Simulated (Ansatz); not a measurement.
O3Re, charge +1, singlet, at a GFN2-xTB geometry (such geometries of metal compounds can be far from the true shape) (the multiplicity is a formal guess) (core potentials on Re). Base run: BLYP/def2-SV(P) (Ansatz, an electronic-structure program).

Input for Ansatz:
Ansatz 0.2 input:
```yaml
crystal:
  periodic: [false, false, false]
  atoms:
    - {symbol: Re, position_ang: [0.09410804, -0.07891784, -0.12125114]}
    - {symbol: O, position_ang: [-1.30913754, -0.85427840, 0.30762000]}
    - {symbol: O, position_ang: [-0.42814776, 1.44831601, -0.50727999]}
    - {symbol: O, position_ang: [0.85502242, 0.14581715, 1.33638946]}
basis:
  gaussian:
    orbitals: def2-SV_P_.json
hamiltonian:
  xc: blyp
total_charge: 1
```
The basis file holds def2-SV(P) in the JSON format of the Basis Set Exchange.

The base run was repeated with changes; each row names its change, and settings that it needs were set with it.

```tsv
change	ΔE vs base (kcal/mol)
base	0.000
final_grid = 10, 20, 41	0.001
final_grid = 6, 12, 29	-0.001
fitting.mean_field = def2-universal-JKFIT	-0.025
point_charge = charge:0.5 position_ang:-2.8593, -0.3743, -3.3459	38.49
forces = on	0.000
lower_state_search = off	0.000
point_charge = charge:-1.0 position_ang:-3.5231, 2.3366, -1.8815	-67.9
point_charge = charge:1.0 position_ang:3.7413, -2.0036, 0.6035	84.8
final_grid = 4, 8, 17	-0.013
accuracy = high	0.001
```
